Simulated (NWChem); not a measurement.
# BeHF; SMILES [BeH][F]

```xyz
3

Be     0.0000     0.0000    -0.8051
H      0.0000     0.0000    -2.1433
F      0.0000     0.0000     0.5960
```
Atoms are numbered in this order, from 1.

All runs: NWChem. Medium grid unless said otherwise, to which SCAN and Minnesota functionals are sensitive. Geometry: optimised at PBE-D3(BJ)/def2-SVP.

For level M06-2X/def2-TZVP:

| Property | Result |
|---|---|
| highest occupied level (eV) | -10.99 |
| orbital gap (eV) | 11.29 |
| dipole (D) | 0.91 |

What are these values for level CAM-B3LYP/def2-TZVP?


- highest occupied level (eV): -11.24
- orbital gap (eV): 11.97
- dipole (D): 0.80
